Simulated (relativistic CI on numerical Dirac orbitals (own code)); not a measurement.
## Cr+ in a cubic cluster: 2p photoemission with charge transfer

Computed with a charge-transfer multiplet model of a cubic metal-ligand cluster with up to one ligand hole, Slater and spin-orbit integrals from Dirac-Coulomb-Breit ions, Slater integrals scaled by 0.9. The ground state mixes d5 with configurations of k ligand holes L, whose averages lie at kΔ + k(k − 1)U_dd/2; a core hole lowers each added d electron by U_cd. 300 K, Lorentzian 0.6 eV and Gaussian 0.8 eV FWHM.

Atomic integrals in eV (Slater integrals scaled, ζ unscaled), ground: F2dd 7.466, F4dd 4.592, zeta_d 0.022; with the core hole: F2dd 9.411, F4dd 5.854, zeta_d 0.040, zeta_core 5.624, F2cd 5.290, G1cd 3.859, G3cd 2.190.

Cluster parameters (eV): U_dd = 6.5, U_cd = 7.8, 10Dq = 0.8, 10Dq(ligand) = 0.9, V(eg) = 1.95, V(t2g) = -1.06, final-state hopping factor = 1.

```json
{"Case": "Δ = 6 eV", "n_d": "5.12", "d5": "0.88", "d6L": "0.12", "S": "2.50"}
{"Case": "Δ = 7 eV", "n_d": "5.10", "d5": "0.90", "d6L": "0.10", "S": "2.50"}
{"Case": "Δ = 9 eV", "n_d": "5.07", "d5": "0.93", "d6L": "0.07", "S": "2.50"}
```

Weights, n_d and S are thermal averages at 300 K. Binding energies count from the first peak over 30 % of the highest in each spectrum, which can be another peak from case to case. The parameters are a model scan and need not match a compound or its usual spin state. Peaks in eV (height, largest 100):
- Δ = 6 eV: 0.0 (100), 5.0 (16), 6.6 (26), 10.1 (50), 17.5 (10)
- Δ = 7 eV: 0.0 (100), 0.8 (89), 4.1 (17), 6.9 (23), 10.1 (49), 17.7 (8)
- Δ = 9 eV: 0.0 (100), 0.9 (89), 4.8 (17), 7.7 (17), 10.3 (49), 10.9 (50)

Curve for Δ = 7 eV (points under 2 left out, the grid thinned):

| E (eV) | Intensity |
| --- | --- |
| -3.5 | 2.0 |
| -3.0 | 2.7 |
| -2.5 | 3.8 |
| -2.0 | 5.7 |
| -1.4 | 12.2 |
| -0.9 | 32.7 |
| -0.4 | 81.4 |
| 0.1 | 98.2 |
| 0.6 | 88.7 |
| 1.1 | 83.9 |
| 1.7 | 63.1 |
| 2.2 | 46.4 |
| 2.7 | 26.8 |
| 3.2 | 18.3 |
| 3.7 | 16.6 |
| 4.2 | 16.6 |
| 4.8 | 15.5 |
| 5.3 | 15.2 |
| 5.8 | 15.8 |
| 6.3 | 18.7 |
| 6.8 | 22.5 |
| 7.3 | 20.3 |
| 7.9 | 18.4 |
| 8.4 | 18.8 |
| 8.9 | 22.4 |
| 9.4 | 34.6 |
| 9.9 | 47.8 |
| 10.4 | 48.4 |
| 10.9 | 47.5 |
| 11.5 | 35.9 |
| 12.0 | 21.9 |
| 12.5 | 14.1 |
| 13.0 | 10.9 |
| 13.5 | 8.1 |
| 14.0 | 6.4 |
| 14.6 | 5.7 |
| 15.1 | 5.1 |
| 15.6 | 4.4 |
| 16.1 | 4.8 |
| 16.6 | 6.4 |
| 17.1 | 7.4 |
| 17.7 | 7.9 |
| 18.2 | 6.1 |
| 18.7 | 3.4 |
| 19.2 | 2.1 |

For the case Δ = 7 eV, Δ = 7 eV is larger than U_dd = 6.5 eV, the Mott-Hubbard side of the Zaanen-Sawatzky-Allen scheme. With the core hole the configuration with one ligand hole lies at Δ − U_cd = -1.8, -0.8, 1.2 eV from the one without, in the order of the table; where this is negative the screened configuration lies lower, though the effective hopping of about 3.3 eV (from the holes of the mixed ground state) mixes the two strongly wherever it is as large as the gap.

With at most 1 ligand hole the space is cut while the next configuration still counts, so covalency is underestimated, and a final configuration with one more ligand hole, which can lie low, is missing from the spectra.
